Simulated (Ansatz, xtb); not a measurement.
Diatomic HfSb, multiplicity 2 (lowest of 2S+1 = 2, 4, 6, 8 at PBE0/def2-TZVPP; our sources give no spin for the ground state, which may be another). No spin–orbit coupling.

Constants: fifth-degree fit in 1/R to seven points, most abundant isotopes. In def2 and cc sets the state is the lowest found near the PBE0 minimum, followed along R.

Codes used: Ansatz (a program for electronic structure) with Gaussian orbitals; xtb for the GFN methods. Values without a source in brackets are computed. In def2 rows elements past Kr take small-core potentials, without spin–orbit coupling. The GFN methods have no spin term and hold the electronic entropy of 300 K.

Question: What bond length and harmonic frequency does GFN1-xTB give?

Answer: r_e = 2.574 Å, ω_e = 347 cm⁻¹.

Question: What bond length and harmonic frequency does PBE/def2-TZVPP give?

Answer: r_e = 2.536 Å, ω_e = 246 cm⁻¹.

Question: What bond length and harmonic frequency does CAM-B3LYP/def2-TZVPP give?

Answer: r_e = 2.501 Å, ω_e = 265 cm⁻¹.
